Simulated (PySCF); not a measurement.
Working out the ionisation energy of Nb

Nb [Kr] 4d4 5s1 (6D) → Nb⁺ [Kr] 4d4 (5D). All numbers are calculated (PySCF 2.14, the spin-free X2C one-electron Hamiltonian (Gaussian nucleus), in x2c-TZVPall (8s6p6d1f, 63 functions)). Frozen: [Kr]. Energies in hartree (1 hartree = 27.21139 eV):

| part | Nb (lower) | Nb⁺ (upper) |
| --- | --- | --- |
| UHF | -3817.234624 | -3817.014350 |
| MP2 opposite-spin | 0.000000 | 0.000000 |
| MP2 same-spin | -0.040581 | -0.027738 |

**Question.** What does Hartree-Fock give?

**Answer.** (-3817.014350) − (-3817.234624) = 0.220274 hartree = 5.994 eV.

**Question.** What do MP2 and SCS-MP2 (6/5 opposite-spin, 1/3 same-spin) give?

**Answer.** The opposite-spin parts differ by 0.000 eV and the same-spin parts by 0.349 eV. MP2: 5.994 + (0.000) + (0.349) = 6.343 eV. SCS-MP2: 5.994 + 1.2 × (0.000) + (0.349)/3 = 6.110 eV.

Measured between the centres of the two terms (NIST): 6.776 eV, so MP2 (valence) is off by -0.433 eV.

What remains against the reference includes basis incompleteness, the frozen core and correlation beyond second order.
